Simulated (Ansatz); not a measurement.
Reaction (cleavage of the Al–Si bond): `[AlH2][SiH2]P` + `N[SiH2]F` → `F[SiH2][NH][AlH2]` + `[SiH3]P`

Isolated molecules relaxed with PBE0-D4/def2-TZVP in Ansatz; ΔE leaves out vibrations. CCSD(T)/CBS is the MP2 limit (def2-TZVPP, def2-QZVPP) plus CCSD(T) − MP2 in def2-TZVPP, frozen cores. This one scheme is used for every species. DFT in def2-TZVPP. HSE06 is defined as in plane-wave codes. Each species was taken in one conformer, which may not be the lowest.

```json
{"level": "PBE-D4", "ΔE (eV)": "-0.86"}
{"level": "r2SCANh-D4", "ΔE (eV)": "-1.02"}
{"level": "HSE06-D4", "ΔE (eV)": "-0.89"}
{"level": "BHLYP-D4", "ΔE (eV)": "-1.09"}
{"level": "HF/def2-SVP", "ΔE (eV)": "-1.15"}
{"level": "MP2/def2-TZVPP", "ΔE (eV)": "-1.15"}
{"level": "CCSD(T)/def2-TZVPP", "ΔE (eV)": "-1.07"}
{"level": "CCSD/CBS(def2)", "ΔE (eV)": "-1.06"}
```

Question: What does CCSD(T)/CBS give? (Estimate.)

Answer: The calculation gave: -1.05 eV. The listed levels differ from it by 0.19, 0.03, 0.16, -0.04, -0.10, -0.10, -0.02, -0.01 eV.

Largest T1 diagnostic among the species: 0.014.

At CCSD(T), def2-SVP lies −0.07 eV from the extrapolated value and def2-TZVPP −0.02 eV. From BLYP to BHLYP (50 % exact exchange), in def2-TZVPP and without D4, ΔE moves by −0.08 eV.
